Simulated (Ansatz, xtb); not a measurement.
## Relative energy of two isomers of C3H8B2FN

Structure a: `BNB(F)C(=C)C`, a singlet. Structure b: `BNB(F)CC=C`, a singlet. Both are isolated molecules in the gas phase, relaxed with PBE0-D3(BJ)/def2-SVP; each stands in its lowest conformer found.

**Question.** Estimate E(b) − E(a) at the level CCSD(T)/def2-SVP + ΔMP2/def2-TZVPP.

**Answer.** Calculated at CCSD(T)/def2-SVP + ΔMP2/def2-TZVPP: E(b) − E(a) = +2.4 kcal/mol, so structure a lies lower.

Level by level:

```json
{"level": "GFN2-xTB", "geometry": "GFN2-xTB", "E(b) − E(a) (kcal/mol)": "+1.8", "departure from the last row (kcal/mol)": "−0.7", "job, with rough time for the two": "optimisation, 0.32 s"}
{"level": "HF/STO-3G", "geometry": "GFN2-xTB", "E(b) − E(a) (kcal/mol)": "+4.1", "departure from the last row (kcal/mol)": "+1.7", "job, with rough time for the two": "single point, 0.28 s"}
{"level": "r2SCAN-D4/def2-SVP", "geometry": "GFN2-xTB", "E(b) − E(a) (kcal/mol)": "+2.7", "departure from the last row (kcal/mol)": "+0.3", "job, with rough time for the two": "single point, 2.9 s"}
{"level": "PBE0-D3(BJ)/def2-SVP", "geometry": "PBE0-D3(BJ)/def2-SVP", "E(b) − E(a) (kcal/mol)": "+2.0", "departure from the last row (kcal/mol)": "−0.5", "job, with rough time for the two": "optimisation, 41 s"}
{"level": "HF/def2-SVP", "geometry": "PBE0-D3(BJ)/def2-SVP", "E(b) − E(a) (kcal/mol)": "+2.6", "departure from the last row (kcal/mol)": "+0.1", "job, with rough time for the two": "part of the CCSD(T) run"}
{"level": "MP2/def2-SVP", "geometry": "PBE0-D3(BJ)/def2-SVP", "E(b) − E(a) (kcal/mol)": "+2.4", "departure from the last row (kcal/mol)": "0.0", "job, with rough time for the two": "part of the CCSD(T) run"}
{"level": "CCSD(T)/def2-SVP", "geometry": "PBE0-D3(BJ)/def2-SVP", "E(b) − E(a) (kcal/mol)": "+2.5", "departure from the last row (kcal/mol)": "+0.1", "job, with rough time for the two": "single point"}
{"level": "CCSD(T)/def2-SVP + ΔMP2/def2-TZVPP", "geometry": "PBE0-D3(BJ)/def2-SVP", "E(b) − E(a) (kcal/mol)": "+2.4", "departure from the last row (kcal/mol)": "", "job, with rough time for the two": "single point, 55 s"}
```

As drawn, both hold the same kinds of bond in the same numbers. Structure a has 1 methyl group, b 0.

The levels shown agree on the order. The largest departure from CCSD(T)/def2-SVP + ΔMP2/def2-TZVPP is that of HF/STO-3G, 1.7 kcal/mol. The last row adds to CCSD(T) the change of the MP2 difference between the two basis sets, here −0.1 kcal/mol.

With thermal terms from frequencies at re-optimised GFN2-xTB minima (ideal gas, soft modes damped towards free rotors, one conformer each, 298.15 K, 1 atm): on the last row, ΔE + ΔZPE = +2.2, ΔH = +2.2, ΔG = +1.9 kcal/mol.

The correlated steps freeze 7 core orbitals. Codes used: Ansatz 0.2.0, xtb 6.7.1; the last row on 4 threads of Arm Neoverse V2 on a shared host.
